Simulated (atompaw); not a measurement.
Before and after: PAW (atompaw) potential for selenium (Se)

selenium (Se), PAW, made with atompaw 4.2.0.5 (LDA (PW92), scalar-relativistic). Core [Ar], reference 3d10 4s2 4p4. Waves: 4s (bound): rc 1.85 bohr; 4s channel at 3.9 Ry: rc 1.85 bohr; 4p (bound): rc 1.85 bohr; 4p channel at -0.05 Ry: rc 1.85 bohr; 3d (bound): rc 1.20 bohr; 3d channel at -0.95 Ry: rc 1.20 bohr; 4f channel at -0.05 Ry: rc 1.85 bohr; 4f channel at 2.7 Ry: rc 1.85 bohr. Local part: bessel scheme, radius 1.25 bohr. Core correction: smooth core density matched at 1.45 bohr. Augmentation charge: sinc compensation charge, radius 1.55 bohr; PAW radius 1.85 bohr; waves and projectors: custom polynom gramschmidtortho.

Change: all radii scaled by about 1.05 (s 1.94, p 1.94, d 1.26, f 1.94 bohr); local potential bessel scheme, radius 1.30 bohr; augmentation sinc compensation charge, radius 1.62 bohr; PAW radius 1.94 bohr; waves and projectors: custom polynom gramschmidtortho; core correction smooth core density matched at 1.52 bohr.

Cutoffs: the cutoffs (Ry, on a coarse ladder) from which the occupation-weighted sum of valence levels, in a spherical-Bessel basis at the reference potential, stays within 10 and 1 mRy of its value at 400 Ry; they do not see the model core or the augmentation charge, which bear on the density cutoff.

**Question.** What does the change do?

**Answer.** The potential gets softer (120 Ry and 180 Ry → 100 Ry and 180 Ry); neither file shows a bound ghost. A larger radius leaves more room for a smooth pseudo-wave, so fewer plane waves are needed.

| quantity | base | changed |
| --- | --- | --- |
| cutoff, loose | 120 Ry | 100 Ry |
| cutoff, tight | 180 Ry | 180 Ry |
| loose cutoff by channel (10 mRy a level) | s 6 Ry, p 8 Ry, d 70 Ry | s 6 Ry, p 8 Ry, d 55 Ry |
| bound ghosts | none | none |
| lowest overlap eigenvalue by channel | s 0.06, p 0.47, d 0.97, f 0.98 | s 0.07, p 0.50, d 0.97, f 0.98 |

 The cutoffs see the waves, projectors and local potential, not the compensation charge or the core.
